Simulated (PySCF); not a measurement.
BLYP on As- (arsenic, charge -1), [Ar] 3d10 4s2 4p4, high-spin 3P determinant. Calculation: PySCF 2.14, in def2-TZVPPD (7s5p5d1f, 54 functions); no relativity, point nucleus.

```
cycle= 1 E= -2235.86385748868  delta_E= -0.0139  |g|= 0.189  |ddm|= 0.254
cycle= 2 E= -2235.86349660286  delta_E= 0.000361  |g|= 0.195  |ddm|= 0.136
cycle= 3 E= -2235.86799297996  delta_E= -0.0045  |g|= 0.0126  |ddm|= 0.0732
cycle= 4 E= -2235.86807484376  delta_E= -8.19e-05  |g|= 0.000413  |ddm|= 0.0212
cycle= 5 E= -2235.86807499782  delta_E= -1.54e-07  |g|= 5.04e-05  |ddm|= 0.000936
cycle= 6 E= -2235.86807500072  delta_E= -2.9e-09  |g|= 6.68e-06  |ddm|= 0.000159
cycle= 7 E= -2235.86807500074  delta_E= -1.23e-11  |g|= 1.75e-07  |ddm|= 9.29e-06
converged SCF energy = -2235.86807500074  <S^2> = 2.0018921  2S+1 = 3.0012611
```

Highest occupied orbital energy: 3.173 eV; ⟨L²⟩ = 2.01; populations by l: s 8.00, p 16.00, d 10.00, f 0.00.

(1) Can this result be used?

Results:

(1) With care. The calculation finished and met its thresholds. At BLYP the highest occupied level has a positive energy, so only the finite basis holds that electron; in a semilocal or global hybrid functional this comes from self-interaction and does not mean that the real anion is unbound.
